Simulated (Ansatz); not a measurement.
Ansatz (a quantum-chemistry and plane-wave program) input:

Ansatz 0.2 input:
```yaml
crystal:
  periodic: [false, false, false]
  atoms:
    - {symbol: C, position_ang: [0.49340060, -0.59685356, 0.01157239]}
    - {symbol: C, position_ang: [-0.79925408, -0.33162174, 0.07436030]}
    - {symbol: F, position_ang: [-1.72376420, -1.26740236, 0.19996887]}
    - {symbol: F, position_ang: [-1.34397049, 0.86328454, 0.02315194]}
    - {symbol: Cl, position_ang: [1.68238799, 0.63658921, -0.15211773]}
    - {symbol: H, position_ang: [0.84413723, -1.61410440, 0.06231804]}
basis:
  gaussian:
    orbitals: cc-pVTZ
magnetization: {spin_polarized: false}
correlation: {method: ccsd_t, electrons: outside_noble_gas}
```

**Question.** Predict the final energy.

**Answer.** -735.83318 Eh (CCSD(T)/cc-pVTZ). The basis has 168 functions. The run takes around 40 core-seconds (rough).
